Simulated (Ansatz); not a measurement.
Ansatz (a program for electronic structure) input:

Ansatz 0.2 input:
```yaml
crystal:
  periodic: [false, false, false]
  atoms:
    - {symbol: B, position_ang: [0.15431734, -0.02991672, 0.03684712]}
    - {symbol: F, position_ang: [-0.50430122, 1.20968830, 0.10957048]}
    - {symbol: F, position_ang: [-0.79783028, -0.95725066, -0.42048687]}
    - {symbol: O, position_ang: [1.36844961, -0.26529440, 0.32675150]}
basis:
  gaussian:
    orbitals: aug-cc-pVDZ
total_charge: -1
magnetization: {spin_polarized: false}
correlation: {method: ccsd_t, electrons: outside_noble_gas}
output: {forces: true}
```

**Question.** Predict the final energy.

**Answer.** -299.37918 Eh (CCSD(T)/aug-cc-pVDZ). The basis has 92 functions. The run takes roughly 40 core-seconds.

It need not be the lowest isomer of its formula. Whether it binds its extra electron was not tested at this geometry.
